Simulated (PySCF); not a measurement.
PySCF job for C₂H₆N, SMILES N([CH2])C, multiplicity 2, SMD-ωB97X/6-31G*. The structure is a stationary point at ωB97X-D3(BJ)/def2-TZVP. The isomer is the one that the SMILES or the coordinates give; other isomers of the formula were not compared.

```python
import numpy as np
from pyscf import gto, scf, dft
from pyscf.solvent import smd

mol = gto.M(
    atom='''
    C     1.19855050   -0.36250767   -0.25273179
    N     0.16263830    0.40019116    0.25651279
    C    -1.20042837   -0.01944001   -0.00411177
    H     1.03923480   -0.80493167   -1.22900703
    H     2.20252302   -0.08491778    0.04198063
    H     0.31521581    0.74270770    1.19251257
    H    -1.44569346   -0.98262090    0.46328815
    H    -1.34275380   -0.11916733   -1.08312485
    H    -1.89572734    0.73927791    0.35982234
    ''',
    basis='6-31G*',
    charge=0,
    spin=1,
    max_memory=1600,
    verbose=3,
)
mf = dft.UKS(mol, xc='wb97x').density_fit(auxbasis='def2-universal-jkfit')
mf.grids.level = 3
mf.conv_tol = 1e-9
mf.max_cycle = 100
mf.kernel()
fine, coarse = mf.grids, dft.Grids(mol).set(level=1).build(with_non0tab=True)
for _ in range(3):  # follow internal instabilities
    mf.grids = coarse
    mo, _, stable, _ = mf.stability(return_status=True, nroots=4)
    mf.grids = fine
    if stable:
        break
    mf.kernel(mf.make_rdm1(mo, mf.mo_occ))
res = {}
for name in ['water', 'chloroform', '2-propanol']:
    s = mf.SMD()
    s.with_solvent.solvent, s.with_solvent.sasa_ng = name, 302
    s.kernel(mf.make_rdm1())
    res[name] = (s.e_tot, s.with_solvent.get_cds(), s.dip_moment(), s.mo_energy, s.converged)
    print(f'SMD {name}: dG(solv) = {(s.e_tot - mf.e_tot) * 627.509474:.3f} kcal/mol, of which CDS {res[name][1] * 627.509474:.3f}')
```

It prints:

```

WARN: HOMO -0.0907777573327055 >= LUMO -0.0907777573327055

converged SCF energy = -134.461681264024  <S^2> = 0.75380699  2S+1 = 2.0038034
<class 'pyscf.df.df_jk.DFUKS'> wavefunction is stable in the internal stability analysis
converged SCF energy = -134.463927074367  <S^2> = 0.75370788  2S+1 = 2.0037045
Dipole moment(X, Y, Z, Debye): -1.08859,  0.45723,  0.94358
SMD water: dG(solv) = -1.409 kcal/mol, of which CDS 3.005
converged SCF energy = -134.466528283966  <S^2> = 0.75373711  2S+1 = 2.0037336
Dipole moment(X, Y, Z, Debye): -1.01593,  0.40863,  0.87860
SMD chloroform: dG(solv) = -3.042 kcal/mol, of which CDS 0.045
converged SCF energy = -134.466616959227  <S^2> = 0.75371425  2S+1 = 2.0037108
Dipole moment(X, Y, Z, Debye): -1.07296,  0.44620,  0.92898
SMD 2-propanol: dG(solv) = -3.097 kcal/mol, of which CDS 1.027
```

The calculation finished and met its thresholds.
